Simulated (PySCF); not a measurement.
HBrOPb, singlet, geometry from GFN2-xTB (such geometries of metal compounds can be far from the true shape) (core potentials on Pb). Base run: B3LYP/def2-SVP (PySCF).

The PySCF input:
```python
from pyscf import gto, scf, dft, solvent

mol = gto.Mole()
mol.atom = '''
    Pb   -0.075698   -0.404766    0.574103
    Br    0.381600    1.437561   -1.123806
    O    -0.760757   -1.803934   -0.877925
    H    -1.062676   -2.692345   -0.719858
'''
mol.basis = 'def2-svp'
mol.ecp = {'Pb': 'def2-svp'}
mol.charge = 0
mol.spin = 0
mol.verbose = 4
mol.build()

mf = dft.RKS(mol)
mf.xc = 'b3lyp'
mf.kernel()
```

Each row names what was changed in the base input (with any setting that the change needs).

| change | ΔE vs base (kcal/mol) | dipole (D) | HOMO-LUMO gap (eV) |
|---|---|---|---|
| base | 0.000 | 4.48 | 4.39 |
| model = COSMO; solvent = dichloromethane | -8.69 | 6.04 | 4.72 |
| model = IEF-PCM; solvent = water | -10.55 | 6.39 | 4.79 |
| model = IEF-PCM; solvent = toluene | -4.60 | 5.31 | 4.57 |
| model = IEF-PCM; solvent = dichloromethane; lebedev_order = 11 | -8.57 | 6.04 | 4.71 |
| model = ddCOSMO; solvent = dichloromethane | -8.74 | 6.12 | 4.75 |
| model = IEF-PCM; solvent = dichloromethane; vdw_scale = 1.0 | -17.19 | 6.88 | 4.99 |
| model = IEF-PCM; solvent = dichloromethane; vdw_scale = 1.4 | -5.10 | 5.55 | 4.58 |
| model = C-PCM; solvent = dichloromethane | -9.30 | 6.15 | 4.74 |
| model = IEF-PCM; solvent = dichloromethane; vdw_scale = 1.1 | -11.97 | 6.43 | 4.83 |
| model = IEF-PCM; solvent = n-hexane | -3.48 | 5.11 | 4.52 |
| model = SS(V)PE; solvent = dichloromethane | -8.72 | 6.06 | 4.72 |

The base is the gas phase, so ΔE is the electrostatic part of solvation at a fixed geometry, without cavity and dispersion terms.
